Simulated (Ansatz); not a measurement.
Basis-set extrapolation for C2H9NOSi, SMILES `C[SiH2]NCO` (PBE0-D4/def2-TZVP geometry, frozen core, Ansatz). Multiplicity 1, RHF reference.

```csv
,def2-TZVPP,def2-QZVPP
HF,-499.347391,-499.366929
MP2 correlation,-0.931521,-0.998031
CCSD(T) correlation,-1.016660,not run
```

Energies in hartree. Use E(X) = E(∞) + A·exp(−7.88·√X) for Hartree–Fock and E(X) = E(∞) + B·X^(−2.97) for correlation, with X = 3 and 4, and add CCSD(T) minus MP2 of the smaller set to the MP2 limit.

What is the CCSD(T) energy at the basis-set limit?

HF limit: -499.366929 + (-0.019538) × 0.13774 = -499.36962. MP2 limit: -0.998031 + (-0.066510) × 0.74074 = -1.04730. Higher-order term: -1.016660 − (-0.931521) = -0.08514. Total: -500.50206 hartree, 3.76 eV below CCSD(T)/def2-TZVPP.
